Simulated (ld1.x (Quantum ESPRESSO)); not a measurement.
# lead (Pb), TM semilocal: configuration errors across variants

lead, norm-conserving Troullier–Martins (semilocal form), made with ld1.x (Quantum ESPRESSO) 7.5 (PBEsol, scalar-relativistic). Core [Xe] 4f14, reference 5d10 6s2 6p2. Waves: 6p (bound): rc 2.75 bohr; 5d (bound): rc 1.35 bohr; 5f channel at 0.3 Ry: rc 2.25 bohr; 6s (bound): rc 1.80 bohr. Local part: the s channel. Core correction: a·sin(br)/r model core inside 1.15 bohr.

All-electron excitation energies from the reference (eV): (1) 5d10 6s2 6p1 6.598; (2) 5d10 6s2 6p0 20.045; (3) 5d10 6s1 6p0 52.524; (4) 5d10 6s1 6p3 8.771; (5) 5d10 6s0 6p4 17.906; (6) 5d9 6s2 6p3 19.287; (7) 5d10 6s0 6p0 95.241.

A semilocal file is local in each channel, so a ghost entry of none says nothing of the separable form that plane-wave codes build from it.

Errors AE − PS in meV (a dash: test not solved or not reliable):

```csv
change,(1),(2),(3),(4),(5),(6),(7),bound ghosts
base,-3.2,-18,-47,-3.3,-9.4,-117,-112,none
"all radii but the core radius scaled by about 0.87 (s 1.56, p 2.38, d 1.18, f 1.96 bohr)",-3.6,-18,-28,-4.6,-19,-88,-77,none
"all radii but the core radius scaled by about 1.10 (s 1.98, p 3.02, d 1.48, f 2.46 bohr)",-3.1,-21,-60,-0.5,+3.7,-103,-138,none
"all radii but the core radius scaled by about 1.25 (s 2.26, p 3.44, d 1.70, f 2.82 bohr)",-3.3,-37,-105,+8.6,+43,-42,-225,none
"all radii but the core radius scaled by about 1.36 (s 2.46, p 3.74, d 1.84, f 3.06 bohr)",-3.7,-51,-138,+13,+58,-0.6,-300,none
```

Question: Give the same row for: all radii but the core radius scaled by about 0.79 (s 1.42, p 2.16, d 1.06, f 1.76 bohr).

Answer: -3.5, -18, +6.1, -7.4, -60, +22, -103; bound ghosts: none.
